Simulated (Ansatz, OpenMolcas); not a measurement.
How basis sets differ on AlCl2F (SMILES [F][Al]([Cl])[Cl])

AlCl2F has 4 atoms, charge 0, and is taken as a singlet. As SMILES, `[F][Al]([Cl])[Cl]`. Geometry: relaxed at PBE0-D4/def2-TZVP.

Quantity: the vertical energy of the triplet above the singlet, in eV. The values are calculated.

| level | kind | program | value (eV) | CPU time (all runs) |
| --- | --- | --- | --- | --- |
| PBE0/ANO-RCC-MB (DKH2) | global hybrid | OpenMolcas | 6.34 | 9.9 s |
| PBE0/STO-3G | global hybrid | Ansatz | 7.65 | 8 s |
| PBE0/ANO-RCC-VDZ (DKH2) | global hybrid | OpenMolcas | 6.25 | 13 s |
| PBE0/ANO-RCC-VDZP (DKH2) | global hybrid | OpenMolcas | 6.54 | 26 s |
| PBE0/def2-SVPD | global hybrid | Ansatz | 6.63 | 27 s |
| PBE0/ANO-RCC-VTZP (DKH2) | global hybrid | OpenMolcas | 6.58 | 2 min |

The values span 6.25 to 7.65 eV. A triplet this far above the singlet is often a Rydberg-like or dissociative state; sets without diffuse functions put Rydberg states too high. The upper state's dipole differs much between rows, so they may not all be the same state. Without the sets that lack polarisation functions the rows with a basis span only 6.54 to 6.63 eV. CPU times are rough (shared hosts, several kinds of processor and program).
